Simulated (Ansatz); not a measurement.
Geometry optimisation, Ansatz 0.2.0, RKS B3LYP-D4/def2-SVP.

The input (input.yaml):

```yaml
crystal:
  periodic: [false, false, false]
  atoms:
    - { symbol: Al, position_ang: [0.0, 0.0, 0.0] }
    - { symbol: "N", position_ang: [0.0, 0.0, 1.92] }
    - { symbol: H, position_ang: [-0.877, -0.2713, 2.45] }
    - { symbol: H, position_ang: [0.877, 0.2713, 2.45] }
    - { symbol: Cl, position_ang: [1.9312, 0.0, -1.115] }
    - { symbol: F, position_ang: [-1.4635, 0.0, -0.845] }
basis:
  gaussian: { orbitals: def2-SVP }
hamiltonian:
  xc: b3lyp
  dispersion: d4
relax:
  f_tol: 0.02
  max_steps: 40
output:
  orbitals: {}
```

Launched with:

```bash
$ ansatz run input.yaml --threads 1 --pin off --max-ram 2048MiB --backend cpu --events-out ev --progress --plain --runs-dir out
```

Where does it end, and by what steps?

The forces met the threshold. After 7 steps the energy has fallen by 0.613 eV; H3 moved furthest, 0.24 Å.

| step | energy less start (eV) | largest force component (eV/Å) | accepted |
| --- | --- | --- | --- |
| 0 | 0.0000 | 2.049 | yes |
| 1 | -0.5070 | 1.323 | yes |
| 2 | -0.5844 | 0.702 | yes |
| 3 | -0.6072 | 0.339 | yes |
| 4 | -0.6113 | 0.199 | yes |
| 5 | -0.6125 | 0.066 | yes |
| 6 | -0.6128 | 0.028 | yes |
| 7 | -0.6128 | 0.001 | yes |

```xyz
6
Properties=species:S:1:pos:R:3
Al 0.027 -0.008 0.060
N 0.011 0.002 1.813
H -0.828 -0.051 2.383
H 0.838 0.061 2.398
Cl 1.820 0.106 -1.014
F -1.400 -0.109 -0.781
```

Run time: 24 s on 1 thread of Arm Neoverse V1, on a shared host, peak memory 0.16 GiB.
